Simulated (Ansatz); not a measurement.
Reactions of `[Cl][GeH2][GeH2][Cl]`.

Gas-phase electronic energies from Ansatz, PBE0-D4/def2-TZVP geometries. CBS: MP2 limit from def2 TZ/QZ plus the TZ coupled-cluster correction, frozen cores. This one scheme is used for every species, atoms too. For atomizations the MP2-based limit and the directly extrapolated one differ by several kJ/mol either way, and by 10 to 25 for some Ge, Se and Sn compounds, so smaller differences from it don't rank the levels. DFT in def2-TZVPP. No spin–orbit coupling; open shells (•) take unrestricted orbitals. Spin–orbit coupling would lower the free atoms: a little for Cl; clearly for Ge. Elements past krypton have def2 core potentials. Bonds to Br, Ge, I, Se are less sure, by a few kJ/mol each and by 10 to 20 or more in all where they break to atoms, as the def2 sets lack core-valence functions. Scalar relativity is left out up to krypton. One conformer a species, not always the lowest.

```tsv
reaction	ωB97M-V (kJ/mol)	CCSD/CBS(def2) (kJ/mol)
`[Cl][GeH2][GeH2][Cl]` → `[Cl][GeH]([Cl])[GeH3]`	-8	-7
`[Cl][GeH2][GeH2][Cl]` + `NC(=O)[SiH2]Cl` → `N[C](=O)[GeH2][Cl]` + `Cl[SiH2][GeH2][Cl]`	20	19
`[Cl][GeH2][GeH2][Cl]` + `C[SeH]` → `C[Se][GeH2][Cl]` + `[Cl][GeH3]`	-34	-34
`[Cl][GeH2][GeH2][Cl]` + HCl → `[Cl][GeH2][Cl]` + `[Cl][GeH3]`	-44	-40
`[Cl][GeH2][GeH2][Cl]` → 2 Cl• + 2 Ge• + 4 H•	2107	2100
`[Cl][GeH2][GeH2][Cl]` + H–F → `[F][GeH2][Cl]` + `[Cl][GeH3]`	-35	-27
`[Cl][GeH2][GeH2][Cl]` + HI → `[Cl][GeH2][I]` + `[Cl][GeH3]`	-51	-52
`[Cl][GeH2][GeH2][Cl]` + H₂S → `[SH][GeH2][Cl]` + `[Cl][GeH3]`	-19	-17
`[Cl][GeH2][GeH2][Cl]` + `[SiH3]Br` → `[Cl][GeH2][SiH2]Br` + `[Cl][GeH3]`	17	17
`[Cl][GeH2][GeH2][Cl]` + H₂ → `[Cl][GeH2][GeH3]` + HCl	50	45
```

Question: Give the CCSD(T)/CBS values in the same order. (Best estimate.)

Answer: Ansatz gave: -8, 18, -35, -39, 2133, -24, -51, -17, 17, 48 kJ/mol.

Largest T1 diagnostic: 0.015, for `NC(=O)[SiH2]Cl`.
